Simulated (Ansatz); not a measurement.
Mulliken charges of CH4BFOS, SMILES `CSB(O)F` from PBE/def2-TZVPP in Ansatz (PBE0-D4/def2-TZVP geometry).

```csv
atom,x (Å),y (Å),z (Å),charge (e)
C1,1.160,-0.244,0.940,-0.250
S2,1.024,0.764,-0.557,-0.170
B3,-0.687,0.460,-1.024,0.325
O4,-1.494,-0.352,-0.301,-0.258
F5,-1.151,1.064,-2.122,-0.219
H6,2.181,-0.130,1.302,0.123
H7,0.465,0.102,1.702,0.125
H8,0.970,-1.292,0.717,0.125
H9,-2.379,-0.418,-0.673,0.199
```

By hand: the dipole of these point charges (1 e Å = 4.8032 D).

Σ q r = (-0.076, -0.310, 0.398) e Å, of length 0.510 e Å = 2.45 D.

How does the dipole of the full density compare? (Estimate.)

Computed: (-0.201, -0.258, 0.259) e Å, 2.00 D; the point charges give 1.23 times that, at 21° from its direction.

Point charges leave out the atoms' own dipoles, such as those of lone pairs, and Mulliken's split depends on the basis, so the two needn't agree.
